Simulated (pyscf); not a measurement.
**H₂B–O–CrH(=O)=O (SMILES B[O][CrH](=[O])=[O]), singlet**

Gas-phase minimum from PySCF at ωB97X-D3(BJ)/def2-SVP, one conformer. H₂B–O–CrH(=O)=O lies 42.1 kcal/mol over its isomer H₂B–O–Cr(=O)–OH [triplet] (electronic energy, ωB97M-D3(BJ)/def2-TZVP). 

SMILES: [O]=[CrH](=[O])[O]B
```xyz
8

B     -1.6797     0.5135    -2.4423
O     -0.8165    -0.2615    -1.7414
Cr    -0.1548    -1.3829    -0.6239
O     -0.1814    -0.9945     0.8526
O     -0.5065    -2.8555    -0.8225
H     -2.8561     0.4707    -2.1651
H     -1.2245     1.2138    -3.3166
H      1.3638    -1.4448    -0.8515
```
Charge 0, spin multiplicity 1.

Bonded distances (Å): B1–O2 1.355, B1–H6 1.209, B1–H7 1.209, O2–Cr3 1.716, Cr3–O4 1.527, Cr3–O5 1.527, Cr3–H8 1.537. Angles (°): O2–B1–H6 118.7, O2–B1–H7 117.7, H6–B1–H7 123.5, B1–O2–Cr3 163.0, O2–Cr3–O4 117.2, O2–Cr3–O5 117.2, O2–Cr3–H8 108.1, O4–Cr3–O5 111.5, O4–Cr3–H8 99.8, O5–Cr3–H8 99.8.

Properties at ωB97X-D3(BJ)/def2-SVP:

```yaml
harmonic_wavenumbers_unscaled: 50, 91, 241, 297, 305, 403, 626, 717, 737, 973, 1050, 1198, 1199, 1221, 1366, 2063, 2581, 2691 cm⁻¹
zero_point_energy: 25.5 kcal/mol
rotational_symmetry_number: 1
Entropy of this conformer at 298 K and 1 atm, rigid rotor and harmonic oscillator, modes under 100 cm⁻¹ raised to 100: 335.1 J/(mol K)
dipole_moment: 1.61 D
```

Single-point totals, which compare only within one level:

| level | total energy (hartree) |
|---|---|
| ωB97X-D3(BJ)/def2-TZVP | -1296.94511 |
| PBE/def2-TZVP | -1296.51857 |
| r²SCAN/def2-TZVP | -1296.84818 |
| B3LYP-D3(BJ)/def2-TZVP | -1296.99695 |
| PBE0-D3(BJ)/def2-TZVP | -1296.44738 |
| M06-2X/def2-TZVP | -1296.71504 |
| ωB97M-D3(BJ)/def2-TZVP | -1297.00912 |

The lowest mode is so soft that the shape along it may change with the basis. Soft torsions are taken as harmonic, which can shift the entropy by several J/(mol K).
